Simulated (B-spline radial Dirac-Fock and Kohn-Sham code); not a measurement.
ΔSCF core binding energies without Breit or QED terms, calculated with an atomic code on a B-spline grid.

A sound run for the free erbium atom, [Xe] 4f12 6s2: The ground state converged in 11 iterations, with total energy -13092.23237 Ha, virial ratio 1.90634 and highest orbital energy -5.23 eV. ΔSCF binding energies: K (1s) 57745.8 eV, L3 (2p3/2) 8377.9 eV, M5 (3d5/2) 1411.9 eV.

A second run, with one unsound setting: The ground state converged in 19 iterations, with total energy -15535.19194 Ha, virial ratio 1.26989 and highest orbital energy -2.98 eV. ΔSCF binding energies: K (1s) 20172.2 eV, L3 (2p3/2) 10975.0 eV, M5 (3d5/2) 1154.9 eV.

```
iter   energy (Ha)        error
   1   -15150.11793318  2.44e+01
   2   -15120.24353694  8.25e+00
   3   -15510.07299329  2.35e+00
   4   -15532.77284140  9.73e-01
   5   -15485.25211001  7.78e-01
   6   -15510.96688828  1.20e+00
   7   -15526.24854142  6.25e-01
   8   -15532.08135910  2.95e-01
   9   -15534.60533299  1.07e-01
  17   -15535.19194084  1.45e-05
  19   -15535.19194085  4.64e-08
```

Task: Which fault fits the second run best?
A. speed of light below Z
B. mesh too coarse
C. overfilled shell
D. unbound anion

Result: A. The input had c_factor = 0.2641: c_factor makes c so small that Zα exceeds 1, so any numbers that come out have no meaning.
